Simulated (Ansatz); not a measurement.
Total energies of C$_{2}$BrF$_{2}$I (`F/C(Br)=C(/F)I`).

Cartesian coordinates in Å:
```
F 1.5068 0.8926 -0.1466
C 0.2281 0.5866 -0.2586
Br -0.7999 1.8577 -1.1431
C -0.2635 -0.5455 0.2296
F -1.5480 -0.8373 0.1089
I 0.8765 -1.9539 1.2099
```

The species carries charge 0 and has multiplicity 1. Correlated methods include outer-core shells of Br, I, which these sets cover unevenly. Scalar relativity is left out up to krypton. I takes the def2 core potential. All single points use the PBE0-D4/def2-TZVP geometry. Basis def2-TZVPP, Ansatz.

RPA on PBE orbitals: Hartree–Fock energy of these orbitals -3143.65855 Eh, correlation -2.21818 Eh (frozen core).

```json
{"functional": "LDA (SPW92)", "energy without D4 (Eh)": "-3141.92152", "D4 term (kJ/mol)": "–"}
{"functional": "PBE", "energy without D4 (Eh)": "-3147.15742", "D4 term (kJ/mol)": "-20.2"}
{"functional": "revPBE", "energy without D4 (Eh)": "-3147.56212", "D4 term (kJ/mol)": "-56.9"}
{"functional": "BLYP", "energy without D4 (Eh)": "-3147.76401", "D4 term (kJ/mol)": "-44.4"}
{"functional": "r2SCAN", "energy without D4 (Eh)": "-3147.80546", "D4 term (kJ/mol)": "-4.6"}
{"functional": "B97M-V", "energy without D4 (Eh)": "-3147.27949", "D4 term (kJ/mol)": "–"}
{"functional": "PBE0", "energy without D4 (Eh)": "-3147.26400", "D4 term (kJ/mol)": "-17.2"}
{"functional": "B3LYP", "energy without D4 (Eh)": "-3147.94472", "D4 term (kJ/mol)": "-33.2"}
{"functional": "r2SCANh", "energy without D4 (Eh)": "-3147.77684", "D4 term (kJ/mol)": "-5.1"}
{"functional": "r2SCAN0", "energy without D4 (Eh)": "-3147.73580", "D4 term (kJ/mol)": "-5.7"}
{"functional": "BHLYP", "energy without D4 (Eh)": "-3147.64149", "D4 term (kJ/mol)": "-27.1"}
{"functional": "ωB97M-V", "energy without D4 (Eh)": "-3147.59940", "D4 term (kJ/mol)": "–"}
{"functional": "B2PLYP", "energy without D4 (Eh)": "-3147.10661", "D4 term (kJ/mol)": "–"}
{"functional": "PBE-QIDH", "energy without D4 (Eh)": "-3146.75988", "D4 term (kJ/mol)": "–"}
```

Task: Give the same for HSE06 (plane-wave form), CAM-B3LYP, LC-ωPBE, ωB97X-V. (Best estimate.)

Result: Ansatz gave: 
| functional | energy without D4 (Eh) | D4 term (kJ/mol) |
| --- | --- | --- |
| HSE06 (plane-wave form) | -3147.25556 | -16.2 |
| CAM-B3LYP | -3147.86903 | -17.8 |
| LC-ωPBE | -3147.33733 | – |
| ωB97X-V | -3147.48770 | – |

B3LYP takes the VWN-RPA correlation (the form of Gaussian; ORCA's B3LYP/G). HSE06 is the plane-wave form, built on full-range PBE exchange. The double hybrids freeze the cores in their second-order part.

LC-ωPBE has ω = 0.4 bohr⁻¹.
